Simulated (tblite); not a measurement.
A geometry optimisation, step by step.

Species: C₄H₁₁BGe₂O.
SMILES with atom numbers: `[CH:1]#[C:2][BH:3][C@@H:4]([GeH3:5])[O:6][CH2:7][GeH3:8]` (hydrogens: H9 on C1; H10 on B3; H11 on C4; H12, H13, H14 on Ge5; H15, H16 on C7; H17, H18, H19 on Ge8)

Computed with GFN2-xTB (tblite), gas phase: L-BFGS steps from a force-field or distance-geometry start until the largest atomic force falls under 0.01 eV/Å. 10 of its 169 geometries are shown.

Step 0: E = -630.8296 eV, largest atomic force 2.410 eV/Å
```
atom  x, y, z in Å  |  force x, y, z in eV/Å
C1     -2.151    2.975   -0.959   -0.208   0.649  -0.536
C2     -1.886    2.127   -0.152    0.525  -1.101   1.250
B3     -1.519    1.031    0.886   -1.132   0.405  -0.895
C4     -0.434   -0.048    0.471   -0.556   1.343   1.922
Ge5    -1.277   -1.788    0.243   -0.792  -0.744  -0.473
O6      0.154    0.283   -0.740    0.042  -0.162  -1.474
C7      1.507    0.527   -0.637    0.065   0.897   0.344
Ge8     2.529   -0.970    0.022    1.163  -1.356   0.273
H9     -2.408    3.735   -1.661    0.128  -0.390   0.304
H10    -2.280    0.866    1.792    0.569   0.085  -0.163
H11     0.299   -0.069    1.311   -0.127  -0.253  -0.379
H12    -0.410   -2.608   -0.728   -0.373   0.191   0.336
H13    -2.658   -1.524   -0.448    0.675  -0.343   0.365
H14    -1.504   -2.536    1.569   -0.015   0.149  -0.406
H15     1.642    1.372    0.092    0.234  -0.053  -0.658
H16     1.875    0.784   -1.627   -0.066   0.374  -0.065
H17     1.965   -2.337   -0.454    0.294   0.571   0.301
H18     2.570   -0.928    1.567    0.198  -0.206  -0.510
H19     3.978   -0.881   -0.555   -0.624  -0.055   0.462
```

Step 19: E = -631.3306 eV, largest atomic force 0.128 eV/Å
```
atom  x, y, z in Å  |  force x, y, z in eV/Å
C1     -2.190    2.983   -0.942    0.023  -0.001   0.023
C2     -1.982    2.123   -0.121   -0.006  -0.006  -0.021
B3     -1.621    1.042    0.857    0.012   0.048   0.000
C4     -0.498    0.033    0.478   -0.028  -0.009  -0.012
Ge5    -1.383   -1.768    0.212   -0.021   0.006   0.008
O6      0.174    0.257   -0.765   -0.001  -0.092   0.062
C7      1.534    0.550   -0.640    0.003   0.012  -0.058
Ge8     2.646   -0.975    0.037   -0.011  -0.014   0.042
H9     -2.369    3.740   -1.652   -0.027  -0.045   0.050
H10    -2.173    0.912    1.884    0.016   0.028  -0.017
H11     0.234   -0.122    1.281   -0.029  -0.044  -0.002
H12    -0.482   -2.574   -0.675   -0.042   0.004   0.014
H13    -2.724   -1.684   -0.456    0.038   0.014  -0.005
H14    -1.594   -2.514    1.506   -0.018   0.031  -0.030
H15     1.690    1.448   -0.026   -0.011   0.014   0.051
H16     1.865    0.790   -1.651    0.080   0.012  -0.099
H17     2.073   -2.275   -0.422    0.012  -0.040  -0.018
H18     2.730   -1.047    1.534    0.009   0.013   0.023
H19     4.059   -0.912   -0.447   -0.001   0.071  -0.012
```

Step 37: E = -631.3800 eV, largest atomic force 0.167 eV/Å
```
atom  x, y, z in Å  |  force x, y, z in eV/Å
C1     -2.255    2.988   -0.895    0.047  -0.008   0.010
C2     -1.885    2.122   -0.140   -0.066   0.079   0.020
B3     -1.459    1.077    0.852    0.030  -0.004  -0.066
C4     -0.496   -0.072    0.444    0.048  -0.009  -0.065
Ge5    -1.574   -1.746    0.164   -0.034  -0.036   0.026
O6      0.210    0.022   -0.798   -0.144  -0.045   0.018
C7      1.529    0.467   -0.656   -0.143  -0.057  -0.065
Ge8     2.779   -0.905    0.091   -0.001  -0.036   0.102
H9     -2.567    3.747   -1.558    0.040  -0.107   0.050
H10    -1.905    1.081    1.938    0.021  -0.025  -0.003
H11     0.213   -0.370    1.229    0.044   0.027   0.134
H12    -0.675   -2.657   -0.609   -0.012  -0.051  -0.004
H13    -2.842   -1.568   -0.611    0.018   0.041  -0.008
H14    -1.935   -2.396    1.475   -0.040   0.012  -0.042
H15     1.559    1.399   -0.079    0.061   0.068  -0.012
H16     1.866    0.677   -1.674    0.065   0.086  -0.014
H17     2.416   -2.272   -0.403    0.032   0.037  -0.050
H18     2.853   -1.028    1.590   -0.027   0.085  -0.044
H19     4.157   -0.558   -0.367    0.062  -0.057   0.014
```

Step 56: E = -631.4357 eV, largest atomic force 0.145 eV/Å
```
atom  x, y, z in Å  |  force x, y, z in eV/Å
C1     -2.228    2.891   -0.818    0.064  -0.058   0.034
C2     -1.789    2.048   -0.074    0.002   0.073  -0.018
B3     -1.278    1.026    0.904    0.001  -0.008  -0.092
C4     -0.447   -0.212    0.464   -0.009  -0.021  -0.013
Ge5    -1.748   -1.706    0.131   -0.094   0.050  -0.079
O6      0.235   -0.215   -0.789   -0.032  -0.030  -0.073
C7      1.499    0.398   -0.744   -0.035   0.029  -0.020
Ge8     2.906   -0.757    0.095   -0.122   0.076   0.022
H9     -2.607    3.626   -1.472    0.037  -0.081   0.039
H10    -1.582    1.102    2.032   -0.043   0.003   0.073
H11     0.224   -0.586    1.250    0.099  -0.016   0.054
H12    -0.992   -2.830   -0.488    0.098  -0.043  -0.019
H13    -2.816   -1.299   -0.832    0.008   0.026  -0.004
H14    -2.425   -2.214    1.368   -0.037   0.019   0.072
H15     1.432    1.362   -0.229    0.006   0.102   0.050
H16     1.772    0.604   -1.782    0.028  -0.060  -0.025
H17     2.755   -2.157   -0.401    0.030  -0.036   0.014
H18     2.787   -0.795    1.592    0.072  -0.026  -0.026
H19     4.293   -0.278   -0.212   -0.074   0.001   0.009
```

Step 75: E = -631.4789 eV, largest atomic force 0.044 eV/Å
```
atom  x, y, z in Å  |  force x, y, z in eV/Å
C1     -2.084    2.732   -0.751    0.007   0.024   0.010
C2     -1.646    1.956    0.061    0.022  -0.020   0.020
B3     -1.133    0.928    1.029    0.007  -0.010   0.000
C4     -0.408   -0.337    0.499   -0.019  -0.018  -0.015
Ge5    -1.880   -1.631    0.083   -0.007  -0.019  -0.039
O6      0.189   -0.326   -0.797   -0.004   0.017  -0.005
C7      1.413    0.360   -0.825    0.021  -0.003   0.007
Ge8     2.890   -0.593    0.130    0.004   0.008  -0.034
H9     -2.476    3.421   -1.443    0.018   0.001  -0.005
H10    -1.381    0.996    2.174    0.005   0.020  -0.008
H11     0.279   -0.816    1.214   -0.020   0.007   0.021
H12    -1.231   -2.904   -0.365    0.005  -0.005   0.005
H13    -2.679   -1.083   -1.051   -0.007  -0.015   0.008
H14    -2.801   -1.927    1.230   -0.013  -0.016   0.008
H15     1.285    1.381   -0.437    0.020   0.002  -0.002
H16     1.698    0.434   -1.879   -0.028   0.009   0.002
H17     2.958   -2.012   -0.334   -0.003  -0.021   0.024
H18     2.788   -0.622    1.625    0.003   0.019   0.018
H19     4.207    0.051   -0.171   -0.009   0.019  -0.014
```

Step 93: E = -631.4888 eV, largest atomic force 0.067 eV/Å
```
atom  x, y, z in Å  |  force x, y, z in eV/Å
C1     -1.964    2.731   -0.729   -0.023   0.063   0.006
C2     -1.576    1.956    0.109    0.029  -0.050  -0.003
B3     -1.106    0.905    1.072   -0.005   0.002  -0.001
C4     -0.437   -0.380    0.511   -0.011  -0.001  -0.005
Ge5    -1.912   -1.660    0.058    0.013  -0.022  -0.013
O6      0.144   -0.343   -0.792   -0.001  -0.019  -0.027
C7      1.365    0.346   -0.838    0.008  -0.005  -0.020
Ge8     2.873   -0.545    0.125   -0.022   0.023  -0.006
H9     -2.321    3.430   -1.429    0.014   0.017  -0.023
H10    -1.330    0.995    2.218    0.002  -0.029   0.020
H11     0.253   -0.885    1.205   -0.009   0.002   0.022
H12    -1.266   -2.943   -0.360    0.024  -0.011   0.002
H13    -2.666   -1.123   -1.110   -0.010   0.024   0.010
H14    -2.874   -1.952    1.173   -0.019  -0.001   0.024
H15     1.244    1.372   -0.457   -0.025  -0.021  -0.010
H16     1.627    0.413   -1.897    0.016   0.003  -0.001
H17     2.997   -1.997   -0.222   -0.035   0.029   0.018
H18     2.789   -0.441    1.618    0.029  -0.008   0.003
H19     4.149    0.129   -0.263    0.027   0.002   0.007
```

Step 112: E = -631.5047 eV, largest atomic force 0.060 eV/Å
```
atom  x, y, z in Å  |  force x, y, z in eV/Å
C1     -1.765    2.825   -0.698    0.001  -0.019   0.053
C2     -1.503    1.971    0.113   -0.011   0.044  -0.039
B3     -1.146    0.863    1.062   -0.015   0.015  -0.005
C4     -0.472   -0.421    0.507    0.004  -0.001  -0.008
Ge5    -1.890   -1.762    0.058    0.018  -0.014   0.000
O6      0.109   -0.382   -0.797    0.017   0.000   0.000
C7      1.292    0.370   -0.856   -0.014   0.010  -0.010
Ge8     2.818   -0.460    0.132   -0.008  -0.014   0.012
H9     -2.007    3.583   -1.387    0.008  -0.014   0.010
H10    -1.423    0.923    2.199   -0.007  -0.010  -0.005
H11     0.232   -0.895    1.212    0.001  -0.009  -0.003
H12    -1.168   -2.991   -0.399   -0.020   0.007  -0.013
H13    -2.698   -1.227   -1.077    0.001  -0.012   0.007
H14    -2.815   -2.137    1.182    0.003   0.017   0.012
H15     1.113    1.394   -0.497    0.003   0.007  -0.013
H16     1.558    0.428   -1.915    0.002  -0.005   0.001
H17     2.789   -1.947   -0.038    0.027   0.003   0.019
H18     2.850   -0.171    1.605   -0.014   0.001  -0.017
H19     4.117    0.046   -0.410    0.003  -0.007   0.000
```

Step 131: E = -631.5110 eV, largest atomic force 0.036 eV/Å
```
atom  x, y, z in Å  |  force x, y, z in eV/Å
C1     -1.699    2.878   -0.632   -0.023   0.011   0.005
C2     -1.460    1.974    0.130    0.002  -0.006  -0.006
B3     -1.141    0.819    1.034    0.002   0.008  -0.001
C4     -0.471   -0.462    0.466   -0.001   0.005   0.003
Ge5    -1.916   -1.783    0.052    0.015  -0.014  -0.015
O6      0.115   -0.434   -0.835    0.018   0.014   0.009
C7      1.286    0.335   -0.907    0.000   0.009  -0.004
Ge8     2.816   -0.402    0.151   -0.015  -0.016  -0.014
H9     -1.924    3.674   -1.283    0.016  -0.006   0.005
H10    -1.460    0.832    2.163    0.013   0.004  -0.005
H11     0.226   -0.942    1.176    0.010  -0.005  -0.012
H12    -1.248   -3.038   -0.416   -0.003   0.016   0.003
H13    -2.756   -1.253   -1.062    0.001   0.001   0.012
H14    -2.800   -2.106    1.221   -0.027  -0.021   0.011
H15     1.085    1.370   -0.596   -0.005   0.000  -0.008
H16     1.565    0.354   -1.964    0.017  -0.017   0.011
H17     2.840   -1.898    0.111   -0.003   0.000  -0.001
H18     2.819    0.007    1.594   -0.016   0.008   0.012
H19     4.114    0.084   -0.411   -0.001   0.008  -0.005
```

Step 149: E = -631.5137 eV, largest atomic force 0.058 eV/Å
```
atom  x, y, z in Å  |  force x, y, z in eV/Å
C1     -1.682    2.893   -0.594   -0.003  -0.030   0.031
C2     -1.439    1.967    0.141    0.006   0.051  -0.026
B3     -1.107    0.805    1.032   -0.015  -0.001  -0.014
C4     -0.464   -0.483    0.451    0.014  -0.012  -0.008
Ge5    -1.933   -1.785    0.049    0.017   0.019   0.002
O6      0.110   -0.465   -0.855   -0.006   0.008  -0.020
C7      1.282    0.301   -0.943   -0.006  -0.008  -0.010
Ge8     2.799   -0.370    0.174   -0.020  -0.009  -0.001
H9     -1.906    3.705   -1.226    0.009  -0.022   0.009
H10    -1.393    0.819    2.170    0.000   0.012   0.006
H11     0.238   -0.971    1.149   -0.008  -0.020   0.021
H12    -1.288   -3.048   -0.429    0.001   0.017  -0.006
H13    -2.772   -1.229   -1.052    0.001  -0.008  -0.007
H14    -2.825   -2.106    1.215    0.002  -0.006   0.013
H15     1.074    1.352   -0.693    0.003  -0.011   0.003
H16     1.585    0.263   -1.993   -0.005  -0.004   0.004
H17     2.882   -1.865    0.173   -0.006   0.012  -0.011
H18     2.749    0.072    1.607    0.003   0.012  -0.005
H19     4.083    0.155   -0.383    0.014   0.002   0.019
```

Step 168: E = -631.5154 eV, largest atomic force 0.007 eV/Å
```
atom  x, y, z in Å  |  force x, y, z in eV/Å
C1     -1.640    2.910   -0.556    0.001  -0.003   0.003
C2     -1.394    1.971    0.160    0.000   0.002  -0.004
B3     -1.077    0.792    1.034    0.000  -0.002  -0.003
C4     -0.462   -0.504    0.440    0.003   0.002  -0.001
Ge5    -1.943   -1.792    0.044   -0.002   0.002  -0.006
O6      0.100   -0.497   -0.872   -0.003  -0.001  -0.001
C7      1.269    0.271   -0.983   -0.003   0.003  -0.001
Ge8     2.771   -0.330    0.189    0.001  -0.004   0.001
H9     -1.860    3.732   -1.174    0.002  -0.003  -0.002
H10    -1.351    0.805    2.174    0.002  -0.001   0.000
H11     0.235   -1.006    1.134    0.000  -0.001   0.001
H12    -1.299   -3.044   -0.462   -0.003   0.002  -0.003
H13    -2.796   -1.226   -1.042   -0.001  -0.002   0.007
H14    -2.814   -2.130    1.220    0.000  -0.002   0.003
H15     1.052    1.331   -0.784    0.000   0.002   0.001
H16     1.583    0.185   -2.027   -0.001   0.001   0.003
H17     2.880   -1.822    0.240    0.002   0.003   0.000
H18     2.671    0.166    1.601    0.002   0.000   0.002
H19     4.065    0.199   -0.344    0.000   0.001   0.001
```

Problem. Summarise the path.

Solution. The energy falls by 0.6858 eV from step 0 to step 168; nine tenths of that is first reached at step 60. It falls at every step. The largest force goes from 2.410 to 0.007 eV/Å. Among the bonds Ge5–H13 changes most, from 1.567 to 1.492 Å; the atoms move by 0.883 Å rms after alignment.

Problem. Follow the three bonds and two angles with the largest change from start to end.

Solution. 
| step | E above end (eV) | largest force (eV/Å) | Ge5–H13 (Å) | C7–Ge8 (Å) | Ge8–H19 (Å) | Ge5–C4–O6 (°) | B3–C4–O6 (°) |
| --- | --- | --- | --- | --- | --- | --- | --- |
| 0 | 0.6858 | 2.410 | 1.567 | 1.929 | 1.563 | 107.1 | 110.9 |
| 7 | 0.2538 | 0.266 | 1.487 | 1.979 | 1.483 | 102.2 | 114.7 |
| 15 | 0.1936 | 0.134 | 1.498 | 2.012 | 1.496 | 103.2 | 116.3 |
| 22 | 0.1803 | 0.127 | 1.494 | 2.008 | 1.498 | 103.0 | 117.2 |
| 29 | 0.1680 | 0.167 | 1.498 | 2.001 | 1.493 | 102.3 | 118.3 |
| 37 | 0.1354 | 0.167 | 1.497 | 2.001 | 1.494 | 101.4 | 119.0 |
| 44 | 0.1143 | 0.121 | 1.495 | 2.010 | 1.498 | 100.5 | 118.9 |
| 51 | 0.0951 | 0.126 | 1.495 | 2.004 | 1.498 | 99.9 | 119.8 |
| 58 | 0.0729 | 0.171 | 1.494 | 2.005 | 1.498 | 99.1 | 119.9 |
| 66 | 0.0498 | 0.160 | 1.500 | 2.006 | 1.495 | 98.4 | 119.4 |
| 73 | 0.0377 | 0.081 | 1.492 | 2.001 | 1.496 | 96.9 | 120.3 |
| 80 | 0.0342 | 0.064 | 1.490 | 1.999 | 1.496 | 97.3 | 119.9 |
| 88 | 0.0300 | 0.046 | 1.492 | 1.997 | 1.495 | 96.7 | 119.1 |
| 95 | 0.0251 | 0.080 | 1.491 | 1.998 | 1.496 | 96.2 | 118.8 |
| 102 | 0.0177 | 0.082 | 1.491 | 2.002 | 1.492 | 95.5 | 118.9 |
| 110 | 0.0118 | 0.077 | 1.491 | 2.001 | 1.496 | 95.8 | 118.9 |
| 117 | 0.0097 | 0.039 | 1.492 | 1.999 | 1.496 | 95.9 | 118.6 |
| 124 | 0.0077 | 0.046 | 1.493 | 1.998 | 1.497 | 96.2 | 118.9 |
| 131 | 0.0044 | 0.036 | 1.492 | 2.001 | 1.496 | 96.9 | 119.6 |
| 139 | 0.0033 | 0.018 | 1.491 | 1.999 | 1.496 | 97.2 | 119.8 |
| 146 | 0.0024 | 0.039 | 1.491 | 1.999 | 1.497 | 97.2 | 119.8 |
| 153 | 0.0009 | 0.028 | 1.493 | 1.999 | 1.495 | 96.8 | 120.1 |
| 161 | 0.0002 | 0.024 | 1.491 | 1.999 | 1.495 | 96.6 | 120.1 |
| 168 | 0.0000 | 0.007 | 1.492 | 1.998 | 1.496 | 96.5 | 120.2 |

The cost below is that of the whole relaxation. On an Arm Neoverse V2 with one thread, no GPU, shared host with 32 logical CPUs at a one-minute load of 20, this took 1.2 s.
